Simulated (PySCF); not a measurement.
Job for PySCF: R-HF/3-21G on CdFHO (SMILES [OH][Cd][F]), a point of a bond scan (R = 2.216 Å).

```python
from pyscf import gto, scf, dft, mp
from pyscf.data.elements import chemcore

mol = gto.M(
    atom='''
    Cd    0.00856396    0.00630545   -0.00125543
    F     1.25509041    0.92057288   -1.17515466
    O    -1.31759942   -0.96697864    1.07688400
    H    -0.96912403   -0.70250130    3.24968597
    ''',
    basis='3-21g',
    charge=0, spin=0, verbose=3, max_memory=1800)
mf = scf.RHF(mol)
mf.conv_tol = 1e-8
mf.max_cycle = 100
mf.kernel()
if not mf.converged:
    mf = mf.newton().run(mf.mo_coeff, mf.mo_occ)
```

It printed:

```
converged SCF energy = -5613.52721081983
```

Self-consistency was reached.

Cost: around 0.5 core-seconds (rough).
